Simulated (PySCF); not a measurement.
F2H4MoO4, SMILES [OH][Mo]([OH])([OH])([OH])([F])[F], multiplicity 1.

Geometry optimised at r2SCAN-D4/def2-SVP. The multiplicity is an assumed one; other spin states were not compared. The def2 effective core potentials stand for the cores of Mo; spin–orbit coupling is left out. The values are those of a single conformer.

Calculation: M06-2X/def2-TZVP in PySCF.

Symmetry labels are those of the subgroup C2 that the program uses (full group C2).

Computed valence orbital energies around the gap with their symmetry:
| orbital | symmetry | energy (eV) |
|---|---|---|
| HOMO−7 | B | -13.07 |
| HOMO−6 | A | -13.04 |
| HOMO−5 | A | -12.90 |
| HOMO−4 | A | -12.50 |
| HOMO−3 | B | -12.07 |
| HOMO−2 | B | -11.48 |
| HOMO−1 | A | -11.40 |
| HOMO | B | -11.30 |
| LUMO | A | -3.00 |
| LUMO+1 | B | -3.00 |
| LUMO+2 | A | -2.93 |
| LUMO+3 | A | 0.53 |
